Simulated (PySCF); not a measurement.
Match the barriers

Saddle point of BHClOF, singlet (BHClOF ([OH][B]([F])[Cl]) → BOF + HCl; bonds formed: Cl2–H4; bonds broken: B1–Cl2, O3–H4), PBE0-D4/def2-TZVP structure:

```xyz
5
angstrom
B -0.4886 0.2892 0.3352
Cl 1.2530 -1.1017 -0.1264
O -0.4661 0.8226 -0.7940
H 0.6136 -0.1054 -0.9462
F -0.9121 0.0953 1.5313
```

Computed with PySCF 2.14 with density fitting (its default auxiliary sets; JK sets also for MP2 and CCSD(T)) (basis: def2-TZVPP, with def2-QZVPP for the basis limit); correlated methods freeze the cores. B3LYP uses VWN-RPA correlation. Extrapolation: Hartree–Fock as exp(−7.88 √X), correlation as X^−2.97. Four methods, as single points on the PBE0-D4 structures, gave these electronic barriers from the start structure: 49.15, 54.32, 61.23, 69.45 kcal/mol.

Task: The methods were, in alphabetical order, B3LYP-D4, BHLYP-D4, HF, SPW92. Which gave which? (Judge from chemistry; the calculation decides.)

Result: By the calculation: SPW92 49.15; B3LYP-D4 54.32; BHLYP-D4 61.23; HF 69.45 kcal/mol. For comparison, CCSD(T) at an estimated basis limit (MP2 extrapolated from triple and quadruple zeta, plus CCSD(T) − MP2 in triple zeta) gives 57.30 kcal/mol.

No T1 diagnostic of these runs exceeds 0.016.

Labels in which every atom is bracketed show which atoms are joined, not bond orders.

For scale, one of the runs: CCSD(T)/def2-TZVPP, 149 basis functions, launched by `OMP_NUM_THREADS=4 python run.py`. Time: 2 min of wall clock on 4 CPU threads of an Arm Neoverse V1; the host was shared. Peak host memory: 1.2 GiB.
